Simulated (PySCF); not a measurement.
## Sn²⁺: excitation energy

Sn²⁺ [Kr] 4d10 5s2 (1S) → Sn²⁺ [Kr] 4d9 5s2 6s1 (3D), as a difference of total energies. All numbers are calculated (PySCF 2.14, the non-relativistic Hamiltonian (point nucleus), in dyall-av2z). The calculations carry no spin-orbit coupling.

| method | excitation energy (eV) |
| --- | --- |
| UHF | 39.130 |
| LDA | 39.751 |
| PBE | 39.455 |
| PBE0 | 39.663 |
| r2SCAN | 39.978 |
| TPSS | 39.527 |
| M06-2X | 39.505 |
| B97-3 | 39.837 |

A first-order spin-orbit estimate (lowest level to lowest level, LS coupling) adds -0.399 eV.

The upper state lies above the first ionisation limit, where it may autoionise and the basis confines it. A Rydberg-like electron needs more diffuse functions than a valence basis has.

The promoted electron is Rydberg-like, and one or two diffuse shells describe it only roughly, which tends to raise the upper state.
